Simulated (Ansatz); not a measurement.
Geometry optimisation, RHF/def2-SVP in Ansatz 0.2.0.

input.yaml

```yaml
crystal:
  periodic: [false, false, false]
  atoms:
    - { symbol: Zr, position_ang: [-0.503004, -0.165526, -0.532165] }
    - { symbol: F, position_ang: [-0.309197, 1.076147, 2.381945] }
    - { symbol: Cl, position_ang: [1.693292, -0.851638, -0.004257] }
    - { symbol: Cl, position_ang: [-0.649252, 2.122011, -1.090781] }
    - { symbol: Cl, position_ang: [-1.148682, -1.374722, -2.447683] }
    - { symbol: O, position_ang: [-1.826742, -0.715014, 0.876361] }
    - { symbol: H, position_ang: [-2.589317, -1.258929, 0.98926] }
    - { symbol: H, position_ang: [-1.033098, 0.53797, 2.510521] }
basis:
  gaussian: { orbitals: def2-SVP }
hamiltonian:
  xc: hf
relax:
  f_tol: 0.03
  max_steps: 50
```

Command:

```bash
$ ansatz run input.yaml --threads 2 --pin off --max-ram 3072MiB --backend cpu --events-out ev --progress --plain --runs-dir out
```

Question: Where does it end, and by what steps?

Answer: The run converged. After 8 steps the energy has fallen by 0.233 eV; F2 moved furthest, 0.47 Å. Joined: Zr1–F2 (3.17 → 2.48 Å).

| step | energy less start (eV) | largest force component (eV/Å) | accepted |
| --- | --- | --- | --- |
| 0 | 0.0000 | 1.535 | yes |
| 1 | -0.1330 | 0.437 | yes |
| 2 | -0.2070 | 0.378 | yes |
| 3 | -0.1897 | 0.944 | no |
| 4 | -0.2289 | 0.318 | yes |
| 5 | -0.2322 | 0.040 | yes |
| 6 | -0.2324 | 0.057 | yes |
| 7 | -0.2325 | 0.030 | yes |
| 8 | -0.2326 | 0.012 | yes |

```xyz
8
Properties=species:S:1:pos:R:3
Zr -0.502 -0.084 -0.311
F -0.265 0.931 1.937
Cl 1.702 -0.867 0.122
Cl -0.713 2.183 -1.000
Cl -1.128 -1.292 -2.251
O -1.869 -0.716 0.914
H -2.615 -1.296 0.942
H -0.977 0.511 2.330
```

Run time: 26 s on 2 threads of Arm Neoverse V1, with other jobs on the host, peak memory 0.31 GiB.
